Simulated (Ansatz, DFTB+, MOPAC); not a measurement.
System: HS2O (charge +1, singlet). SMILES: [O-][S+]=[SH+]

Atoms: S1, S2, O3, H4. Bonds: S1-S2, S1-H4, S2-O3.

Bond lengths (Å) and angles (degrees) optimised at PM6 with MOPAC; MNDO with MOPAC; SCC-DFTB with DFTB+; HF/6-31G* with Ansatz (a program for electronic structure); PBE/6-31G* with Ansatz; MP2/6-31G* with Ansatz, each started from the B3LYP-D3(BJ)/def2-TZVP structure (Ansatz) of the last column. A row stands for all coordinates that are equal there. 6-31G* holds six Cartesian d functions. No wavenumbers were computed at MNDO, SCC-DFTB, PBE/6-31G*, MP2/6-31G*, so these may be saddle points.

```
coordinate    PM6   MNDO  SCC-DFTB  HF/6-31G*  PBE/6-31G*  MP2/6-31G*  B3LYP-D3(BJ)/def2-TZVP
----------  -----  -----  --------  ---------  ----------  ----------  ----------------------
S1-S2       1.972  1.939     2.008      1.970       2.061       1.987                   2.014
S1-H4       1.364  1.312     1.363      1.333       1.372       1.356                   1.360
S2-O3       1.402  1.454     1.444      1.412       1.476       1.486                   1.435
S1-S2-O3    126.3  111.7     122.9      112.1       113.8       113.2                   113.7
S2-S1-H4    108.2  111.1     110.1       97.1        96.2        96.6                    94.7
```

Mean signed difference of all 3 bond lengths from B3LYP-D3(BJ)/def2-TZVP: PM6 -0.024 Å, MNDO -0.035 Å, SCC-DFTB 0.002 Å, HF/6-31G* -0.031 Å, PBE/6-31G* 0.033 Å, MP2/6-31G* 0.007 Å.
